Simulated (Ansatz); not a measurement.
`CBB(C)[SiH3]` + H₂S → `CBS` + `CB[SiH3]`  (cleavage of the B–B bond)

Program: Ansatz. Geometries: PBE0-D4/def2-TZVP. ΔE: electronic, gas phase. CCSD(T)/CBS adds triple-zeta CCSD(T) − MP2 to the extrapolated MP2 energy (def2 sets, frozen cores). This one scheme is used for every species. Functionals use def2-TZVPP. Each species was taken in one conformer, which may not be the lowest.

```json
{"level": "B2PLYP", "ΔE (kJ/mol)": "-101.4"}
{"level": "HF/def2-TZVPP", "ΔE (kJ/mol)": "-108.3"}
{"level": "MP2/def2-TZVPP", "ΔE (kJ/mol)": "-105.1"}
{"level": "MP2/CBS(def2)", "ΔE (kJ/mol)": "-103.9"}
```

(1) What does CCSD(T)/CBS give? (An estimate is asked.)

Largest T1 diagnostic among the species: 0.013.

Answers

(1) The calculation gave: -97.8 kJ/mol. The listed levels differ from it by -3.6, -10.5, -7.3, -6.1 kJ/mol.

From PBE to PBE0 (25 % exact exchange), in def2-TZVPP and without D4, ΔE moves by −3.6 kJ/mol. In def2-TZVPP, CCSD(T) changes the Hartree–Fock value by +9.3 kJ/mol (the triples alone add −0.2 kJ/mol) and MP2 by +3.2 kJ/mol. The D4 term adds +4.9 kJ/mol with B3LYP and +3.3 kJ/mol with PBE0; it sums over pairs of atoms, weighted by their polarisabilities, and B3LYP, whose exchange is more repulsive, gets the larger term.

B3LYP here is the variant with VWN-RPA as its local correlation; programs differ in this.
